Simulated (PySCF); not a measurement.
Compound: CH9ClSi4.
Atom-mapped SMILES: `[Cl:1][CH2:2][SiH:3]1[SiH2:4][SiH2:5][SiH2:6]1`

Geometry (GFN2-xTB, Å), atoms numbered from 1 in this order:
```
atom  x, y, z in Å
Cl1    1.8423   -0.7269    1.6473
C2     2.3369   -0.0749    0.0587
Si3    0.7503    0.3695   -0.9352
Si4   -0.7600   -1.4504   -0.8484
Si5   -2.0711   -0.2448    0.7015
Si6   -0.6806    1.6462    0.4517
H7     2.9424   -0.8439   -0.4145
H8     2.9734    0.7825    0.2631
H9     1.3414    0.8738   -2.1921
H10   -1.4144   -1.7367   -2.1343
H11   -0.2305   -2.7587   -0.4462
H12   -3.4872   -0.0591    0.3535
H13   -2.1403   -0.8140    2.0520
H14   -0.0968    2.2579    1.6511
H15   -1.3100    2.7875   -0.2300
```

NICS is the negative of the GIAO shielding at a point without a nucleus: at the ring centre (0) and 1 Å above and below it (1); zz is the component along the ring normal. Level: GIAO PBE0/pcSseg-1 (PySCF, non-relativistic, gas phase) on the GFN2-xTB geometry, one conformer.

Ring bond lengths (Å), with Mayer bond orders in brackets: Si3–Si4 2.367 (0.86), Si4–Si5 2.361 (0.85), Si5–Si6 2.360 (0.85), Si6–Si3 2.367 (0.86).

Task: Give the NICS values of each ring in ppm.

Result: 
```json
{"ring": "Si3–Si4–Si5–Si6", "type": "4-membered ring with 4 Si; formal bonds all single", "NICS(0)": "2.6", "NICS(1), two faces": "-0.5 / -0.6", "NICS(1)zz, two faces": "6.0 / 3.3", "rms pucker (Å)": "0.05", "centre to ring atoms, mean (Å)": "1.67"}
```

Task: What can be read from them?

Result: 
- Si3–Si4–Si5–Si6: mean NICS(1)zz 4.6 ppm, deshielded. Si3, Si4, Si5, Si6 have four or more neighbours, so the value isn't read as a sign of a π ring current.
